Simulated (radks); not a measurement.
Question: The iodine ion I2+, [Kr] 4d10 5s2 5p3. Method: non-relativistic Kohn-Sham, PBE, spin-polarised, spherical densities, point nucleus; computed with a radial shooting solver on a logarithmic mesh with Libxc functionals. Every spin shell is full or empty, so the densities are truly spherical. Functionals are evaluated on that one density, not self-consistently. Rank these orbital-free kinetic functionals by their error against the exact value of the orbitals, and give that value: Thomas-Fermi, TF + vW, TF + vW/9, LC94, Perdew 92, Thakkar, LKT, PG1, Ernzerhof.

Answer: Exact: 6916.48 hartree. From best to worst, with 100 (|E| - |E exact|)/|E exact| (equal figures are ties): LC94 +0.06, Ernzerhof -0.41, Thakkar -0.60, Perdew 92 -0.67, TF + vW/9 -0.68, Thomas-Fermi -5.21, PG1 +14.73, LKT +18.76, TF + vW +35.57.
